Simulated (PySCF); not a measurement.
# Germanium: a sound run and one with changed settings

Sound run: Ge²⁺ [Ar] 3d10 4s2, Ge³⁺ [Ar] 3d10 4s1. Computed with PySCF 2.14 in cc-pVTZ-PP with ECP10MDF, with a scalar-relativistic core potential. The sound run starts from symmetry-adapted Hartree-Fock orbitals and uses a fine grid where one is needed.

Changed run: initial guess minao, at most 5 SCF cycles. This setting is unsound on purpose.

```
species  method  sound run (hartree)  changed run (hartree)  converged
   Ge²⁺     UHF           -292.52030             -292.52030         no
   Ge²⁺    BP86           -293.79294             -293.79294         no
   Ge²⁺   B3LYP           -293.71190             -293.71190         no
   Ge³⁺     UHF           -291.33720             -291.33720         no
   Ge³⁺    BP86           -292.52773             -292.52773         no
   Ge³⁺   B3LYP           -292.44657             -292.44657         no
```

The SCF was stopped early; the energies are upper bounds that still move, and correlated levels were skipped or rest on poor orbitals.
